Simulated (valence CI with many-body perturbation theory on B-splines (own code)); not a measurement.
The numbers below are computed, except where a source is named.
## Ladder of approximations for Ir26+

Level of theory: configuration interaction combined with many-body perturbation theory (CI+MBPT): five valence electrons over a frozen Dirac-Fock core [Kr] 4d10, radial functions for each j: 7 s, 7 p, 7 d, 7 f, 4 g, 2 h, with the one-electron correlation potential Σ1, the two-electron term Σ2, the three-electron term Σ3, Breit, model QED; selected CI, second order for the rest (own B-spline code, finite nucleus).

The last digits are not significant, and no measured levels were compared; by estimate large intervals hold to a few tenths of a per cent, small ones and those within an open d or f shell to about a per cent. Core correlation moves these levels by up to 4100 cm⁻¹, and in measured spectra 5 to 20 % of such shifts remained as error; rates that hang on mixing are uncertain with them. Among the levels kept, up to 820 cm⁻¹ of a level comes from second order outside the variational space, and about a tenth of that is noise between levels of different J, which matters for small intervals. Only levels of the ground parity were solved; by the run's estimate the other parity begins above the list, which can be wrong where configurations are misplaced.

Each rung adds one term. CI alone is the Dirac-Coulomb CI over the frozen core; QED comes last and gives the full result, which names the levels. Energies are above 4f⁵ ⁶H°_5/2 on the same rung, in cm⁻¹.

Names give the largest LS component (configuration and term), which can be under half, so a name can repeat, a term be missing and a line seem to break the LS rules; names also repeat where a configuration has a term twice. Letters in brackets count levels of one name in rising energy.

| Level | CI alone |
| --- | --- |
| 4f⁵ ⁶H°_7/2 | 14659 |
| 4f⁵ ⁶H°_9/2 | 27342 |
| 4f⁵ ⁶F°_5/2 [a] | 28541 |
| 4f⁵ ⁶F°_3/2 | 29552 |
| 4f⁵ ⁶F°_1/2 | 31622 |
| 4f⁵ ⁶H°_11/2 | 37685 |
| 4f⁵ ⁶F°_7/2 | 41418 |
| 4f⁵ ⁶H°_13/2 | 45951 |
| 4f⁵ ⁶H°_15/2 | 49804 |
| 4f⁵ ⁶F°_9/2 | 53383 |
| 4f⁵ ⁶F°_5/2 [b] | 57451 |
| 4f⁵ ⁴M°_15/2 | 64038 |
| 4f⁵ ⁶F°_11/2 | 64198 |
| 4f⁵ ⁴F°_3/2 | 64651 |
| 4f⁵ ⁴I°_9/2 [a] | 69552 |
| 4f⁵ ⁴L°_13/2 | 71591 |

(1) What do these energies become with core correlation, Breit and QED?

(2) How does the ionisation energy move along the ladder, and which term matters most?

Answers

(1) 4f⁵ ⁶H°_7/2 15149 (+490); 4f⁵ ⁶H°_9/2 27735 (+394); 4f⁵ ⁶F°_5/2 [a] 28437 (-103); 4f⁵ ⁶F°_3/2 29646 (+94); 4f⁵ ⁶F°_1/2 31559 (-63); 4f⁵ ⁶H°_11/2 37649 (-35); 4f⁵ ⁶F°_7/2 41500 (+82); 4f⁵ ⁶H°_13/2 45229 (-722); 4f⁵ ⁶H°_15/2 47842 (-1962); 4f⁵ ⁶F°_9/2 53051 (-332); 4f⁵ ⁶F°_5/2 [b] 58007 (+557); 4f⁵ ⁴M°_15/2 62617 (-1422); 4f⁵ ⁶F°_11/2 63351 (-847); 4f⁵ ⁴F°_3/2 66286 (+1635); 4f⁵ ⁴I°_9/2 [a] 69259 (-293); 4f⁵ ⁴L°_13/2 69630 (-1960).

(2) CI alone 834.70, + Σ1 838.04, + Σ2 849.35, + Σ3 849.39, + Breit 849.23, + QED 849.29 eV. The largest step is Σ2, 11.30 eV. NIST lists 870 ± 40 eV (theoretical).
